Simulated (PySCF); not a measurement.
CH5ClFNSi, SMILES Cl[Si@@H](CF)N.

Coordinates come from a B3LYP-D3(BJ)/def2-SVP optimisation. The structure was generated by enumeration; whether it is a known compound was not checked. The values are those of a single conformer.

Level of theory: PBE/def2-TZVP (PySCF).

```
Item                                                                                                           Result
---------------------------------------------------------------------------------------------  ----------------------
total energy                                                                                       -945.03372 hartree
highest occupied level                                                                                       -6.61 eV
lowest empty level                                                                                           -0.34 eV
orbital gap                                                                                                   6.27 eV
dipole moment                                                                                                  1.55 D
quadrupole, principal values (traceless, Buckingham form, about the centre of nuclear charge)  -13.78, 4.08, 9.71 D·Å
mean static polarisability                                                                       58.9 bohr³ (8.73 Å³)
polarisability, principal values                                                               51.8, 58.4, 66.6 bohr³
```
